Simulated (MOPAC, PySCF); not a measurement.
H3ClSSi, SMILES `Cl[SiH2]S` (H–S–Si–Cl torsion 69°), neutral singlet in the gas phase. 

Z-matrix (Å, degrees):
```
Si
H 1 1.4726
H 1 1.4732 2 112.27
Cl 1 2.0660 2 108.66 3 -117.48
S 1 2.1314 2 105.45 3 121.43
H 5 1.3449 1 94.71 2 -172.11
```
Charge 0, multiplicity 1.

All levels are single points at this geometry (B3LYP-D3(BJ)/def2-TZVP); Pople sets use spherical d functions. Orbital energies aren't observables, and empty levels follow the basis.

| level | HOMO (eV) | LUMO (eV) | gap (eV) | dipole (D) | vertical IE, Delta-SCF (eV) |
|---|---|---|---|---|---|
| B3LYP-D3(BJ)/def2-TZVP in PySCF | -7.64 | -0.28 | 7.36 | 1.11 | – |
| B3LYP/3-21G in PySCF | -7.83 | -0.45 | 7.38 | 2.00 | – |
| B3LYP/6-311+G** in PySCF | -7.72 | -0.66 | 7.06 | 1.42 | – |
| B3LYP/6-31G* in PySCF | -7.61 | -0.19 | 7.42 | 1.44 | 10.19 |
| M06-2X/6-31G* in PySCF | -9.06 | 0.78 | 9.84 | 1.55 | – |
| SVWN5/6-31G* in PySCF | -6.73 | -1.10 | 5.63 | 1.44 | – |
| HF/6-31G* in PySCF | -10.79 | 3.34 | 14.13 | 1.65 | 9.35 |
| HF/STO-3G in PySCF | -7.96 | 8.69 | 16.65 | 2.54 | – |
| PM3 in MOPAC | -9.63 | -1.83 | 7.81 | 2.01 | – |
